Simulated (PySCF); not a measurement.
Atom-mapped SMILES (the numbers label the heavy atoms): `[O:1]=[CH:2][NH:3][SiH2:4][OH:5]`. Hydrogens are named by the atom that carries them.

GIAO PBE0/pcSseg-1 shifts (PySCF 2.14.0 with density-fitted response routines, gas phase, non-relativistic, equivalent atoms averaged), each against references optimised in the same way as the molecule (H2O, TMS, NH3).

On the GFN2-xTB geometry: O1 405.5, O5 23.4, C2 171.0, N3 132.3, Si4 -26.1, H(C2) 8.47, H(O5) 6.09, H(Si4) 5.53, H(N3) 3.72 ppm.

Problem. What changes on the PBE0-D3(BJ)/def2-SVP geometry?

Solution. 
```json
{"atoms": "O1", "δ (ppm)": "415.1", "change": "+9.6"}
{"atoms": "O5", "δ (ppm)": "23.2", "change": "-0.2"}
{"atoms": "C2", "δ (ppm)": "171.5", "change": "+0.5"}
{"atoms": "N3", "δ (ppm)": "133.0", "change": "+0.7"}
{"atoms": "Si4", "δ (ppm)": "-20.0", "change": "+6.1"}
{"atoms": "H(C2)", "δ (ppm)": "8.22", "change": "-0.25"}
{"atoms": "H(O5)", "δ (ppm)": "6.01", "change": "-0.08"}
{"atoms": "H(Si4)", "δ (ppm)": "5.44", "change": "-0.09"}
{"atoms": "H(N3)", "δ (ppm)": "3.62", "change": "-0.10"}
```

Part of each change is the reference's own: σ(H2O, O) goes from 336.1 to 334.6 ppm, σ(TMS, C) goes from 186.9 to 184.4 ppm, σ(NH3, N) goes from 267.7 to 265.7 ppm, σ(TMS, Si) goes from 349.2 to 352.0 ppm, σ(TMS, H) goes from 31.72 to 31.27 ppm.

Bonds between heavy atoms that differ most (equivalent bonds averaged): Si4–O5 1.602 → 1.639 Å, C2–N3 1.340 → 1.357 Å, N3–Si4 1.779 → 1.792 Å, O1–C2 1.213 → 1.217 Å. Mean change of bonds to hydrogen: C–H +0.008 Å, N–H +0.009 Å, Si–H +0.031 Å, O–H +0.007 Å.
